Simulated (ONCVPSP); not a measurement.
# Configuration tests for Sc (ONCV)

- Element: Sc
- Generator: ONCVPSP 4.0.1
- Type: optimised norm-conserving Vanderbilt (ONCV)
- Functional: LDA (Perdew-Wang 92)
- Relativity: scalar-relativistic
- Frozen core: [Ar]
- Valence charge: 3
- Reference configuration: 3d1 4s2
- Partial waves: 4s: rc 2.45 bohr, ncon 5, nbas 9, qcut 2.5 1/bohr, 3 projectors, debl 3.6 Ha; p scattering state at 0.17 Ha: rc 2.60 bohr, ncon 3, nbas 6, qcut 3.6 1/bohr, 3 projectors, debl 0.4 Ha; 3d: rc 2.65 bohr, ncon 4, nbas 8, qcut 5.3 1/bohr, 2 projectors, debl 0.8 Ha
- Local potential: polynomial inside 2.25 bohr (lpopt 5, dvloc0 2 Ha)
- Core correction: Teter function, fcfact 5.25, rcfact 1.1

Energies are relative to the spin-unpolarised reference configuration 3d1 4s2; without spin polarisation the order of configurations can differ from experiment.

```
valence configuration  charge  ΔE all-electron (eV)  error AE − PS (meV)
              3d1 4s0      +2                20.016                  +87
          3d1 4s0 4p2       0                 5.823                  +12
```

(1) What are ΔE and the potential's error for 3d1 4s1.5?

(2) What are ΔE and the potential's error for 3d1 4s1?

Levels in the configuration 3d1 4s0 4p2:

```csv
level,all-electron (eV),pseudo (eV)
3d,-5.613,-5.668
4p,-2.559,-2.555
```

Note: ghosts flagged at negative energy: s at -207.0 eV, p at -34.3 eV; GHOST(+) flagged for p at 383.9 eV. A true bound ghost makes a file unfit for plane-wave use.

## Answers

(1) ΔE = 2.821 eV all-electron; the error (AE − PS) is +1.6 meV.

(2) ΔE = 7.061 eV all-electron; the error (AE − PS) is +9.2 meV.
